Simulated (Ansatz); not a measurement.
Reaction (cleavage of the Ge–Ga bond): `[BH2][GaH][GeH2][CH3]` + CH₃SH → `C[S][GeH2][CH3]` + `[BH2][GaH2]`

Program: Ansatz. Geometries: PBE0-D4/def2-TZVP. ΔE: electronic, gas phase. CBS: MP2 limit from def2 TZ/QZ plus the TZ coupled-cluster correction, frozen cores. This one scheme is used for every species. DFT in def2-TZVPP. B3LYP here is the variant with VWN-RPA as its local correlation; programs differ in this. For Ga, Ge outer-core shells are correlated without core-valence functions, which leaves a few kJ/mol of doubt a bond. Scalar relativity is left out up to krypton. One conformer a species, not always the lowest.

```csv
level,ΔE (eV)
BLYP,0.01
r2SCAN,-0.08
B3LYP,-0.03
CCSD(T)/def2-TZVPP,-0.08
```

**Question.** What does CCSD(T)/CBS give? (Estimate.)

**Answer.** Ansatz gave: -0.08 eV. The listed levels differ from it by 0.09, 0.00, 0.05, 0.00 eV.

Largest T1 diagnostic among the species: 0.014.

In def2-TZVPP, CCSD(T) changes the Hartree–Fock value by +0.09 eV (the triples alone add −0.01 eV) and MP2 by +0.04 eV. From BLYP to BHLYP (50 % exact exchange), in def2-TZVPP and without D4, ΔE moves by −0.10 eV. The D4 term adds −0.04 eV with B3LYP and −0.02 eV with PBE0; it sums over pairs of atoms, weighted by their polarisabilities, and B3LYP, whose exchange is more repulsive, gets the larger term.
